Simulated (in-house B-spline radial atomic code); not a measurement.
A radial electron density 4πr²n(r) was computed for an atom or ion in its tabulated ground configuration with an all-electron radial atomic-structure program (B-spline basis); method: Dirac-Kohn-Sham LDA PW92, spherical fractional occupations. Columns: r (bohr), 4πr²n(r) (electrons per bohr), bar.

```
0.000961     2.61 #
 0.00118    3.693 ##
 0.00145      5.2 ##
 0.00178    7.258 ###
 0.00218    10.01 ####
 0.00268    13.73 ######
 0.00329    18.55 ########
 0.00404    24.67 ###########
 0.00496    32.16 ##############
 0.00609    40.93 ##################
 0.00747    50.56 ######################
 0.00918    60.39 ###########################
  0.0113    69.19 ###############################
  0.0138    75.22 #################################
   0.017    77.69 ##################################
  0.0208    76.08 ##################################
  0.0256    71.78 ################################
  0.0314     68.3 ##############################
  0.0386    69.74 ###############################
  0.0473    78.09 ###################################
  0.0581    90.62 ########################################
  0.0713    99.29 ############################################
  0.0876    96.79 ###########################################
   0.108    84.21 #####################################
   0.132    74.26 #################################
   0.162    76.51 ##################################
   0.199    85.22 ######################################
   0.244    81.74 ####################################
     0.3    59.58 ##########################
   0.368     36.8 ################
   0.452    30.83 ##############
   0.555    35.28 ################
   0.681    32.97 ###############
   0.836    21.98 ##########
    1.03     11.8 #####
    1.26    6.885 ###
    1.55    4.118 ##
     1.9    1.878 #
    2.33   0.5204 
    2.86  0.07664 
    3.51 0.005375 
    4.31 0.0001549 
    5.29 1.562e-06
```

Task: Which atom or ion is it?
A. Pr8+
B. Pm9+
C. Ce8+
D. La8+

Result: C. The area under the curve, ∫4πr²n dr = ∫r·4πr²n d(ln r) on this logarithmic grid, is 50 electrons, which only this option has. The configuration is [Kr] 4d10 5s2 5p2.
